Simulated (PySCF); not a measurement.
**Two-component Hartree-Fock for Se⁻ (selenium, charge -1)**

Start: [Ar] 3d10 4s2 4p5; 4p1/2 filled at m_j = +1/2; 4p3/2 filled at m_j = -3/2, -1/2, +1/2, +3/2. Calculated with PySCF 2.14 in x2c-SVPall-2c with one added diffuse shell each of s, p, d type (6s7p4d, 47 functions): generalised Hartree-Fock with the X2C-1e Hamiltonian and a Gaussian nucleus; one run each with spin-orbit coupling (SO) screened by Boettger's factors, then bare. This is a chosen level, not necessarily the ground level.

```
spinor shell  electrons  ε, screened SO (eV)  ε, bare SO (eV)  weight of nominal j (bare SO)  rms radius, bare SO (bohr)
       1s1/2          2             -12724.6         -12724.6                          1.000                      0.0508
       2s1/2          2              -1687.3          -1687.3                          1.000                       0.212
       2p1/2          2              -1507.3          -1509.2                          1.000                       0.187
       2p3/2          4              -1464.8          -1463.9                          1.000                       0.190
       3s1/2          2              -242.53          -242.54                          1.000                       0.613
       3p1/2          2              -179.02          -179.31                          1.000                       0.629
       3p3/2          4              -172.78          -172.66                          1.000                       0.639
       3d3/2          4              -63.099          -63.342                          1.000                       0.693
       3d5/2          6              -62.189          -62.038                          1.000                       0.700
       4s1/2          2              -15.861          -15.865                          0.999                        2.04
       4p1/2          1               -3.761           -3.781                          0.973                        2.68
       4p3/2          4               -2.511           -2.506                          0.985                        2.87
```

| quantity | screened SO | bare SO |
| --- | --- | --- |
| E (hartree) | -2427.75153 | -2427.76388 |
| M_J | 1/2 | 1/2 |
| ⟨J²⟩ | 0.873 | 0.861 |
| ⟨L²⟩ | 2.028 | 2.029 |
| ⟨S²⟩ | 0.769 | 0.770 |

Each row is a mean over spinors that exchange with the open shell spreads, by up to 1.752 eV (4s1/2).

⟨J²⟩ departs a little from M_J(M_J + 1) because the unrestricted spinors polarise the closed shells.
